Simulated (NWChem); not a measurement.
System: Si2HCl4, doublet; SMILES Cl[SiH][Si](Cl)(Cl)Cl

Here is an NWChem input.

```
start job
memory heap 200 mb stack 900 mb global 1100 mb
geometry units angstroms noautoz
  Cl    -0.312956    -2.989071     0.017601
  Si     1.098209    -1.477019     0.067765
  Si     0.047678     0.602046    -0.028329
  Cl    -1.281057     0.927671     1.506537
  Cl    -0.959915     0.797320    -1.805244
  Cl     1.529708     2.026342     0.070009
  H      1.930344    -1.624218     1.301664
end
basis spherical
  Cl library def2-svp
  Si library def2-svp
  H library def2-svp
end
dft
  odft
  mult 2
  xc b3lyp
  iterations 150
  mulliken
end
task dft energy
```

Output (shortened):

```
             Northwest Computational Chemistry Package (NWChem) 7.3.0
             --------------------------------------------------------

 C1  symmetry detected

                             Geometry "geometry" -> ""
                             -------------------------

 Output coordinates in angstroms (scale by  1.889725989 to convert to a.u.)

  No.       Tag          Charge          X              Y              Z
 ---- ---------------- ---------- -------------- -------------- --------------
    1 Cl                  17.0000    -0.11645475    -2.99452537     0.01814899
    2 Si                  14.0000     1.19030115    -1.39153257    -0.03669123
    3 Si                  14.0000     0.00024208     0.61298706    -0.00473554
    4 Cl                  17.0000    -1.20078231     0.83410424     1.64935925
    5 Cl                  17.0000    -1.17671780     0.75671879    -1.67952184
    6 Cl                  17.0000     1.38762730     2.13274016    -0.01940407
    7 H                    1.0000     2.13996336    -1.49400580     1.11407541

 Effective nuclear repulsion energy (a.u.)     683.2497839750

                                 NWChem DFT Module
                                 -----------------

 Summary of "ao basis" -> "ao basis" (spherical)
 ------------------------------------------------------------------------------
       Tag                 Description            Shells   Functions and Types
 ---------------- ------------------------------  ------  ---------------------
 Cl                         def2-svp                 8       18   4s3p1d
 Si                         def2-svp                 8       18   4s3p1d
 H                          def2-svp                 3        5   2s1p

            General Information
            -------------------
          SCF calculation type: DFT
          Wavefunction type:  spin polarized.
          No. of atoms     :     7
          No. of electrons :    97
           Alpha electrons :    49
            Beta electrons :    48
          Charge           :     0
          Spin multiplicity:     2
          Use of symmetry is: off; symmetry adaption is: off
          Maximum number of iterations: 150
          AO basis - number of functions:   113
                     number of shells:    51
          Convergence on energy requested:  1.00D-06
          Convergence on density requested:  1.00D-05
          Convergence on gradient requested:  5.00D-04

              XC Information
              --------------
                         B3LYP Method XC Potential
                     Hartree-Fock (Exact) Exchange  0.200
                        Slater Exchange Functional  0.800 local
                    Becke 1988 Exchange Functional  0.720 non-local
              Lee-Yang-Parr Correlation Functional  0.810
                  VWN I RPA Correlation Functional  0.190 local

             Grid Information
             ----------------
          Grid used for XC integration:  medium
          Radial quadrature: Mura-Knowles
          Angular quadrature: Lebedev.
          Tag              B.-S. Rad. Rad. Pts. Rad. Cut. Ang. Pts.
          ---              ---------- --------- --------- ---------
          Cl                  1.00       88          12.0       590
          Si                  1.10       88          10.0       590
          H                   0.35       45          11.0       434
          Grid pruning is: on
          Number of quadrature shells:   573
          Spatial weights used:  Erf1

      Superposition of Atomic Density Guess
      -------------------------------------

 Sum of atomic energies:       -2415.27044448

      Non-variational initial energy
      ------------------------------

 Total energy =   -2416.627236
 1-e energy   =   -4705.861775
 2-e energy   =    1605.984755
 HOMO         =      -0.135933
 LUMO         =       0.045629

     ---------------------------------------------
      Total Density - Mulliken Population Analysis
     ---------------------------------------------

    Atom       Charge   Shell Charges
 -----------   ------   -------------------------------------------------------
    1 Cl  17    17.40   2.00  1.99  1.22  0.72  5.94  2.15  3.35  0.01
    2 Si  14    13.48   2.00  1.99  1.09  0.35  5.93  0.91  1.09  0.11
    3 Si  14    12.83   2.00  1.99  0.98  0.08  5.93  0.83  0.77  0.25
    4 Cl  17    17.40   2.00  1.99  1.23  0.72  5.94  2.16  3.35  0.01
    5 Cl  17    17.40   2.00  1.99  1.22  0.72  5.94  2.16  3.35  0.01
    6 Cl  17    17.40   2.00  1.99  1.22  0.72  5.94  2.16  3.36  0.01
    7 H    1     1.08   0.69  0.38  0.01

     --------------------------------------------
      Spin Density - Mulliken Population Analysis
     --------------------------------------------

    Atom       Charge   Shell Charges
 -----------   ------   -------------------------------------------------------
    1 Cl  17     0.07   0.00  0.00  0.00 -0.00  0.00  0.03  0.03  0.00
    2 Si  14     0.73   0.00  0.00  0.06  0.08  0.00  0.20  0.39  0.00
    3 Si  14     0.11   0.00  0.00  0.03  0.01  0.00  0.02  0.03  0.01
    4 Cl  17     0.04   0.00  0.00  0.00 -0.00  0.00  0.02  0.02  0.00
    5 Cl  17     0.00   0.00  0.00  0.00 -0.00  0.00  0.00  0.00  0.00
    6 Cl  17     0.01   0.00  0.00  0.00 -0.00  0.00  0.00  0.00  0.00
    7 H    1     0.04   0.02  0.02  0.00

   convergence    iter        energy       DeltaE   RMS-Dens  Diis-err
 ---------------- ----- ----------------- --------- --------- ---------
 d= 0,ls=0.0,diis     1  -2419.7538950632 -3.10D+03  8.41D-03  2.31D-01
                                                     8.02D-03  2.25D-01
 d= 0,ls=0.0,diis     2  -2419.6651854485  8.87D-02  5.38D-03  3.29D-01
                                                     5.37D-03  3.26D-01
 d= 0,ls=0.0,diis     3  -2419.8593972811 -1.94D-01  1.02D-03  1.31D-02
                                                     1.00D-03  1.30D-02
 d= 0,ls=0.0,diis     4  -2419.8669480518 -7.55D-03  2.38D-04  4.13D-04
                                                     1.91D-04  3.94D-04
 d= 0,ls=0.0,diis     5  -2419.8671633261 -2.15D-04  5.81D-05  1.54D-05
                                                     5.52D-05  1.41D-05
  Resetting Diis
 d= 0,ls=0.0,diis     6  -2419.8671737045 -1.04D-05  2.18D-05  2.98D-06
                                                     2.46D-05  3.27D-06
 d= 0,ls=0.0,diis     7  -2419.8671761382 -2.43D-06  1.29D-05  3.78D-07
                                                     1.05D-05  2.78D-07
 d= 0,ls=0.0,diis     8  -2419.8671762254 -8.72D-08  5.75D-06  3.47D-07
                                                     6.27D-06  3.84D-07

         Total DFT energy =    -2419.867176225367
      One electron energy =    -4706.774059769324
           Coulomb energy =     1759.076329288327
    Exchange-Corr. energy =     -155.419229719415
 Nuclear repulsion energy =      683.249783975045

 Numeric. integr. density =       96.999996459285

                    DFT Final Alpha Molecular Orbital Analysis
                    ------------------------------------------

 Vector   47  Occ=1.000000D+00  E=-3.265590D-01
              MO Center= -3.9D-01,  1.2D+00,  1.1D-02, r^2= 4.8D+00
   Bfn.  Coefficient  Atom+Function         Bfn.  Coefficient  Atom+Function
  ----- ------------  ---------------      ----- ------------  ---------------
   103      0.370394  6 Cl pz                65     -0.300288  4 Cl px
    83      0.293210  5 Cl px               100      0.278734  6 Cl pz
    62     -0.226522  4 Cl px                80      0.221136  5 Cl px
    85     -0.204444  5 Cl pz                67     -0.201543  4 Cl pz
    66     -0.160915  4 Cl py                97      0.160714  6 Cl pz

 Vector   48  Occ=1.000000D+00  E=-3.099002D-01
              MO Center=  4.0D-01, -7.7D-01, -1.9D-02, r^2= 6.1D+00
   Bfn.  Coefficient  Atom+Function         Bfn.  Coefficient  Atom+Function
  ----- ------------  ---------------      ----- ------------  ---------------
    12      0.267500  1 Cl py               102     -0.253771  6 Cl py
   109      0.206553  7 H  s                 13     -0.203360  1 Cl pz
     9      0.190457  1 Cl py                84     -0.190660  5 Cl py
    21     -0.183654  2 Si s                 11     -0.178225  1 Cl px
    99     -0.176564  6 Cl py                83      0.170052  5 Cl px

 Vector   49  Occ=1.000000D+00  E=-2.359467D-01
              MO Center=  1.0D+00, -1.3D+00, -1.7D-01, r^2= 3.7D+00
   Bfn.  Coefficient  Atom+Function         Bfn.  Coefficient  Atom+Function
  ----- ------------  ---------------      ----- ------------  ---------------
    31      0.369782  2 Si pz                22     -0.328181  2 Si s
    28      0.327921  2 Si pz                13     -0.261437  1 Cl pz
    21     -0.241800  2 Si s                 29     -0.236866  2 Si px
    26     -0.186982  2 Si px                11      0.182724  1 Cl px
    39      0.183627  3 Si s                 10     -0.164950  1 Cl pz

 Vector   50  Occ=0.000000D+00  E=-3.936803D-02
              MO Center=  6.7D-01, -7.4D-01, -4.7D-02, r^2= 4.4D+00
   Bfn.  Coefficient  Atom+Function         Bfn.  Coefficient  Atom+Function
  ----- ------------  ---------------      ----- ------------  ---------------
    30      0.570157  2 Si py                29      0.426853  2 Si px
    47      0.402611  3 Si px                 4      0.387503  1 Cl s
    12      0.364847  1 Cl py               102      0.267369  6 Cl py
    48      0.263783  3 Si py                11      0.248600  1 Cl px
    94     -0.211649  6 Cl s                 27      0.183522  2 Si py

 Vector   51  Occ=0.000000D+00  E=-1.744057D-02
              MO Center=  2.4D-01,  1.2D-01, -1.0D-01, r^2= 5.0D+00
   Bfn.  Coefficient  Atom+Function         Bfn.  Coefficient  Atom+Function
  ----- ------------  ---------------      ----- ------------  ---------------
    39      0.861366  3 Si s                 40      0.705265  3 Si s
    22     -0.684825  2 Si s                110      0.435077  7 H  s
    38      0.376569  3 Si s                 85     -0.367628  5 Cl pz
    30     -0.361594  2 Si py                21     -0.340768  2 Si s
    49     -0.339693  3 Si pz                76     -0.337757  5 Cl s

 Vector   52  Occ=0.000000D+00  E=-7.141869D-03
              MO Center=  6.2D-01, -2.3D-01,  2.0D-01, r^2= 5.1D+00
   Bfn.  Coefficient  Atom+Function         Bfn.  Coefficient  Atom+Function
  ----- ------------  ---------------      ----- ------------  ---------------
    49      0.721596  3 Si pz               110     -0.664350  7 H  s
    29      0.472499  2 Si px                39      0.443306  3 Si s
    58     -0.381459  4 Cl s                 22      0.378990  2 Si s
    30     -0.371532  2 Si py                65     -0.339204  4 Cl px
    40      0.281939  3 Si s                 67      0.275240  4 Cl pz

                     DFT Final Beta Molecular Orbital Analysis
                     -----------------------------------------

 Vector   46  Occ=1.000000D+00  E=-3.378928D-01
              MO Center= -6.7D-01,  3.1D-01,  4.5D-01, r^2= 5.9D+00
   Bfn.  Coefficient  Atom+Function         Bfn.  Coefficient  Atom+Function
  ----- ------------  ---------------      ----- ------------  ---------------
    66      0.388828  4 Cl py                63      0.292659  4 Cl py
    13      0.252838  1 Cl pz                67     -0.238719  4 Cl pz
    85     -0.196996  5 Cl pz                10      0.188120  1 Cl pz
    84     -0.186345  5 Cl py                64     -0.178892  4 Cl pz
    60      0.169483  4 Cl py                82     -0.148626  5 Cl pz

 Vector   47  Occ=1.000000D+00  E=-3.261142D-01
              MO Center= -4.0D-01,  1.2D+00,  3.6D-02, r^2= 4.8D+00
   Bfn.  Coefficient  Atom+Function         Bfn.  Coefficient  Atom+Function
  ----- ------------  ---------------      ----- ------------  ---------------
   103      0.369067  6 Cl pz                65     -0.305119  4 Cl px
    83      0.290580  5 Cl px               100      0.277446  6 Cl pz
    62     -0.229763  4 Cl px                80      0.219085  5 Cl px
    67     -0.204701  4 Cl pz                85     -0.204865  5 Cl pz
    66     -0.160413  4 Cl py                97      0.160010  6 Cl pz

 Vector   48  Occ=1.000000D+00  E=-3.039786D-01
              MO Center=  3.7D-01, -6.3D-01,  4.1D-03, r^2= 5.9D+00
   Bfn.  Coefficient  Atom+Function         Bfn.  Coefficient  Atom+Function
  ----- ------------  ---------------      ----- ------------  ---------------
    12      0.264197  1 Cl py               102     -0.260388  6 Cl py
   109      0.194266  7 H  s                 84     -0.190685  5 Cl py
     9      0.186969  1 Cl py                11     -0.179951  1 Cl px
    99     -0.179621  6 Cl py                21     -0.178561  2 Si s
    27     -0.174797  2 Si py                83      0.172591  5 Cl px

 Vector   49  Occ=0.000000D+00  E=-1.361048D-01
              MO Center=  1.1D+00, -1.2D+00, -2.2D-01, r^2= 3.6D+00
   Bfn.  Coefficient  Atom+Function         Bfn.  Coefficient  Atom+Function
  ----- ------------  ---------------      ----- ------------  ---------------
    31     -0.395880  2 Si pz                22      0.391663  2 Si s
    28     -0.290149  2 Si pz                21      0.275772  2 Si s
    29      0.252751  2 Si px                39     -0.224811  3 Si s
    13      0.222185  1 Cl pz                20      0.170658  2 Si s
   110     -0.166471  7 H  s                 11     -0.164247  1 Cl px

 Vector   50  Occ=0.000000D+00  E=-3.106072D-02
              MO Center=  6.0D-01, -6.2D-01, -2.7D-02, r^2= 4.5D+00
   Bfn.  Coefficient  Atom+Function         Bfn.  Coefficient  Atom+Function
  ----- ------------  ---------------      ----- ------------  ---------------
    30      0.504620  2 Si py                47      0.468394  3 Si px
    29      0.411466  2 Si px                 4      0.355542  1 Cl s
    12      0.354256  1 Cl py               102      0.293709  6 Cl py
    48      0.287245  3 Si py                94     -0.250190  6 Cl s
    11      0.225514  1 Cl px                44      0.193514  3 Si px

 Vector   51  Occ=0.000000D+00  E=-1.318811D-02
              MO Center=  1.9D-01,  2.4D-01, -1.3D-01, r^2= 5.0D+00
   Bfn.  Coefficient  Atom+Function         Bfn.  Coefficient  Atom+Function
  ----- ------------  ---------------      ----- ------------  ---------------
    39      0.872006  3 Si s                 40      0.658269  3 Si s
    22     -0.598611  2 Si s                110      0.416165  7 H  s
    85     -0.381426  5 Cl pz                38      0.377712  3 Si s
    49     -0.358894  3 Si pz                76     -0.347931  5 Cl s
    21     -0.337685  2 Si s                 30     -0.325846  2 Si py

     ---------------------------------------------
      Total Density - Mulliken Population Analysis
     ---------------------------------------------

    Atom       Charge   Shell Charges
 -----------   ------   -------------------------------------------------------
    1 Cl  17    17.21   2.00  1.98  1.28  0.69  5.93  2.16  3.16  0.02
    2 Si  14    13.71   2.00  1.98  1.18  0.22  5.92  1.21  1.03  0.17
    3 Si  14    13.42   2.00  1.98  1.16 -0.07  5.92  1.19  0.84  0.40
    4 Cl  17    17.20   2.00  1.98  1.28  0.68  5.93  2.17  3.14  0.02
    5 Cl  17    17.20   2.00  1.98  1.28  0.68  5.93  2.17  3.14  0.02
    6 Cl  17    17.21   2.00  1.98  1.28  0.68  5.93  2.17  3.15  0.02
    7 H    1     1.05   0.73  0.31  0.01

     --------------------------------------------
      Spin Density - Mulliken Population Analysis
     --------------------------------------------

[...]
```

Level: B3LYP/def2-SVP, spin-unrestricted. Coordinates come from a PBE0/def2-SVP, spin-unrestricted optimisation. No stability test was run on the SCF state.
